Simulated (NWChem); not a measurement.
Everything below was run with NWChem. System: HBF, charge 1, spin multiplicity 1, at the geometry of a parent with another charge or spin, in a state set for the comparison that need not be this species' ground state. Level: CCSD(T)/def2-TZVP, 2 core orbitals frozen.

Part of the output:

```
             Northwest Computational Chemistry Package (NWChem) 7.3.0
             --------------------------------------------------------

                                NWChem Input Module
                                -------------------

 Scaling coordinates for geometry "geometry" by  1.889725989
 (inverse scale =  0.529177249)

 Turning off AUTOSYM since
 SYMMETRY directive was detected!

                             Geometry "geometry" -> ""
                             -------------------------

 Output coordinates in angstroms (scale by  1.889725989 to convert to a.u.)

  No.       Tag          Charge          X              Y              Z
 ---- ---------------- ---------- -------------- -------------- --------------
    1 B                    5.0000     0.62904400    -0.39264700     0.00000000
    2 F                    9.0000    -0.53412400     0.19011500     0.00000000
    3 H                    1.0000     1.66189500     0.25219900     0.00000000

 Effective nuclear repulsion energy (a.u.)      22.6446206274

            Nuclear Dipole moment (a.u.)
            ----------------------------
        X                 Y               Z
 ---------------- ---------------- ----------------
    -0.0000018897    -0.0000018897     0.0000000000

      Symmetry information
      --------------------

 Group name             Cs
 Group number              2
 Group order               2
 No. of unique centers     3

      Symmetry unique atoms

     1    2    3


 Summary of "ao basis" -> "" (spherical)
 ------------------------------------------------------------------------------
       Tag                 Description            Shells   Functions and Types
 ---------------- ------------------------------  ------  ---------------------
 *                         def2-tzvp                  on all atoms

 Summary of "ao basis" -> "ao basis" (spherical)
 ------------------------------------------------------------------------------
       Tag                 Description            Shells   Functions and Types
 ---------------- ------------------------------  ------  ---------------------
 B                         def2-tzvp                11       31   5s3p2d1f
 F                         def2-tzvp                11       31   5s3p2d1f
 H                         def2-tzvp                 4        6   3s1p

                                 NWChem SCF Module
                                 -----------------

  ao basis        = "ao basis"
  functions       =    68
  atoms           =     3
  closed shells   =     7
  open shells     =     0
  charge          =   1.00
  wavefunction    = RHF
  use symmetry    = T
  symmetry adapt  = T

 Summary of "ao basis" -> "ao basis" (spherical)
 ------------------------------------------------------------------------------
       Tag                 Description            Shells   Functions and Types
 ---------------- ------------------------------  ------  ---------------------
 B                         def2-tzvp                11       31   5s3p2d1f
 F                         def2-tzvp                11       31   5s3p2d1f
 H                         def2-tzvp                 4        6   3s1p

      Symmetry analysis of basis
      --------------------------

        a'         47
        a"         21

 Forming initial guess at       0.0s

      Superposition of Atomic Density Guess
      -------------------------------------

 Sum of atomic energies:        -124.45260042

 Renormalizing density from      15.00 to     14

      Non-variational initial energy
      ------------------------------

 Total energy =    -119.233093
 1-e energy   =    -202.112092
 2-e energy   =      60.234379
 HOMO         =      -0.946447
 LUMO         =      -0.458017

      Symmetry analysis of molecular orbitals - initial
      -------------------------------------------------

  Numbering of irreducible representations:

     1 a'          2 a"

  Orbital symmetries:

     1 a'          2 a'          3 a'          4 a'          5 a'
     6 a"          7 a'          8 a'          9 a"         10 a'
    11 a'         12 a'         13 a"         14 a'         15 a'
    16 a"         17 a'

 Starting SCF solution at       0.3s
[...]
    13      0.154291  1 B  py                38     -0.152255  2 F  py
    64      0.152080  3 H  s

 Vector    9  Occ=0.000000D+00  E=-2.129644D-01  Symmetry=a"
              MO Center=  7.1D-01, -4.3D-01,  3.5D-15, r^2= 2.2D+00
   Bfn.  Coefficient  Atom+Function         Bfn.  Coefficient  Atom+Function
  ----- ------------  ---------------      ----- ------------  ---------------
    11      0.469397  1 B  pz                14      0.405503  1 B  pz
     8      0.371727  1 B  pz                45     -0.198552  2 F  pz
    39     -0.163590  2 F  pz

 Vector   10  Occ=0.000000D+00  E=-7.885491D-02  Symmetry=a'
              MO Center= -4.5D-03,  1.7D-01, -2.9D-15, r^2= 5.1D+00
   Bfn.  Coefficient  Atom+Function         Bfn.  Coefficient  Atom+Function
  ----- ------------  ---------------      ----- ------------  ---------------
     4      1.799028  1 B  s                  5     -1.716007  1 B  s
    12      0.615136  1 B  px                 9     -0.451504  1 B  px
    13     -0.441760  1 B  py                36     -0.441182  2 F  s
    43     -0.368816  2 F  px                20     -0.253976  1 B  d -2
    10      0.218722  1 B  py                44      0.212865  2 F  py

 center of mass
 --------------
 x =  -0.09427213 y =  -0.02782716 z =   0.00000000

 moments of inertia (a.u.)
 ------------------
           8.718300035283          15.172676009815           0.000000000000
          15.172676009815          44.576477905650           0.000000000000
           0.000000000000           0.000000000000          53.294777940933

  Mulliken analysis of the total density
  --------------------------------------

    Atom       Charge   Shell Charges
 -----------   ------   -------------------------------------------------------
    1 B    5     4.20   0.92  1.06  0.57  0.45  0.02  0.63  0.37  0.01  0.07  0.07  0.03
    2 F    9     9.09   0.77  1.20  0.61  1.01  0.33  2.22  2.24  0.70  0.00  0.02  0.00
    3 H    1     0.71   0.21  0.42  0.06  0.01

       Multipole analysis of the density wrt the origin
       ------------------------------------------------

     L   x y z        total         open         nuclear
     -   - - -        -----         ----         -------
     0   0 0 0      1.000000      0.000000     15.000000

     1   1 0 0      1.516751      0.000000     -0.000002
     1   0 1 0     -1.005711      0.000000     -0.000002
     1   0 0 1      0.000000      0.000000      0.000000

     2   2 0 0     -4.208116      0.000000     26.097241
     2   1 1 0     -0.626014      0.000000     -6.177005
     2   1 0 1     -0.000000      0.000000      0.000000
     2   0 2 0     -4.639702      0.000000      4.141564
     2   0 1 1      0.000000      0.000000      0.000000
     2   0 0 2     -6.062643      0.000000      0.000000

                   NWChem Extensible Many-Electron Theory Module
                   ---------------------------------------------


            General Information
            -------------------
      Number of processors :     1
         Wavefunction type : Restricted Hartree-Fock
          No. of electrons :    14
           Alpha electrons :     7
            Beta electrons :     7
           No. of orbitals :   136
            Alpha orbitals :    68
             Beta orbitals :    68
        Alpha frozen cores :     2
         Beta frozen cores :     2
     Alpha frozen virtuals :     0
      Beta frozen virtuals :     0
         Spin multiplicity : singlet
    Number of AO functions :    68
       Number of AO shells :    26
        Use of symmetry is : on
      Symmetry adaption is : on
         Schwarz screening : 0.10D-09

          Correlation Information
          -----------------------
          Calculation type : Coupled-cluster singles & doubles w/ perturbation
   Perturbative correction : (T)
            Max iterations :      100
        Residual threshold : 0.10D-05
     T(0) DIIS level shift : 0.00D+00
     L(0) DIIS level shift : 0.00D+00
     T(1) DIIS level shift : 0.00D+00
     L(1) DIIS level shift : 0.00D+00
     T(R) DIIS level shift : 0.00D+00
     T(I) DIIS level shift : 0.00D+00
   CC-T/L Amplitude update :  5-th order DIIS
                I/O scheme : Global Array Library
        L-threshold :  0.10D-05
        EOM-threshold :  0.10D-05
 no EOMCCSD initial starts read in
 TCE RESTART OPTIONS
 SLICE:      F
 D4D5:       F
 quantumc:   F
 qrotation:  F
 pwtce:      F
 qducc:      F
 nacto:                         0
 nrotv:                         0
 nrot:                          0

            Memory Information
            ------------------
          Available GA space size is     249032176 doubles
          Available MA space size is     104853908 doubles

 Maximum block size supplied by input
 Maximum block size        24 doubles

 tile_dim =     21

 -------------------------------------------------
   1    alpha     a'     4 doubles       0       1
   2    alpha     a"     1 doubles       4       2
   3    beta      a'     4 doubles       5       1
   4    beta      a"     1 doubles       9       2
   5    alpha     a'    20 doubles      10       5
   6    alpha     a'    21 doubles      30       6
   7    alpha     a"    20 doubles      51       7
   8    beta      a'    20 doubles      71       5
   9    beta      a'    21 doubles      91       6
  10    beta      a"    20 doubles     112       7

 Global array virtual files algorithm will be used

 Parallel file system coherency ......... OK

 4-electron integrals stored in orbital form

 v2    file size   =          2704360
 4-index algorithm nr.  13 is used
 imaxsize =       30
 imaxsize ichop =        0


CCSD iterations
 ---------------------------------------------------------
 Iter          Residuum       Correlation     Cpu    Wall
 ---------------------------------------------------------
    1   0.1609964035748  -0.3241380121182     0.2     0.2
    2   0.0399759970507  -0.3246122264296     0.2     0.2
    3   0.0138531436031  -0.3313351949600     0.2     0.2
    4   0.0078136034177  -0.3316462525694     0.2     0.2
    5   0.0032214852435  -0.3325158061950     0.2     0.2
    6   0.0016100499365  -0.3327211521201     0.2     0.2
    7   0.0010297074248  -0.3327588379285     0.2     0.2
    8   0.0005358296449  -0.3327840680938     0.2     0.2
    9   0.0004015638836  -0.3327826960668     0.2     0.2
   10   0.0002262581339  -0.3327983597426     0.2     0.2
   11   0.0000429734349  -0.3328113708133     0.2     0.2
   12   0.0000181069425  -0.3328108232870     0.2     0.2
   13   0.0000114095866  -0.3328115389686     0.1     0.1
   14   0.0000060209856  -0.3328112365432     0.1     0.1
   15   0.0000039701221  -0.3328113135442     0.1     0.1
   16   0.0000009518596  -0.3328112014840     0.2     0.2
 -----------------------------------------------------------------
 Iterations converged
 CCSD correlation energy / hartree =        -0.332811201483951
 CCSD total energy / hartree       =      -124.738391732823388

 Singles contributions

 Doubles contributions
 CCSD(T)
 Using plain CCSD(T) code
             total no. of tasks           74
 total no. of tasks / no. procs           74
                         wl_min         8000           4.5
                         wl_max       592704           9.2
        thresh for no. of tasks           74

 CCSD[T]  correction energy / hartree =        -0.013124438406861
 CCSD[T] correlation energy / hartree =        -0.345935639890812
 CCSD[T] total energy / hartree       =      -124.751516171230250
 CCSD(T)  correction energy / hartree =        -0.011355479774240
 CCSD(T) correlation energy / hartree =        -0.344166681258192
 CCSD(T) total energy / hartree       =      -124.749747212597626

 Task  times  cpu:        8.6s     wall:        8.6s

 Total times  cpu:        8.6s     wall:        8.6s
```

Question: Write an NWChem input that would produce this output.

Answer: One answer among several that fit: 
```
start mol
memory heap 100 mb stack 700 mb global 1900 mb
charge 1
geometry units angstroms nocenter noautoz
  B      0.629044    -0.392647     0.000000
  F     -0.534124     0.190115     0.000000
  H      1.661895     0.252199     0.000000
  symmetry group Cs
end
basis spherical
  * library def2-tzvp
end
scf
  rhf
  nopen 0
  maxiter 100
  thresh 1e-7
  semidirect memsize 60000000 filesize 0
end
tce
  freeze core 2
  ccsd(t)
  2eorb
  2emet 13
  thresh 1e-6
  maxiter 100
  tilesize 24
end
task tce energy
```
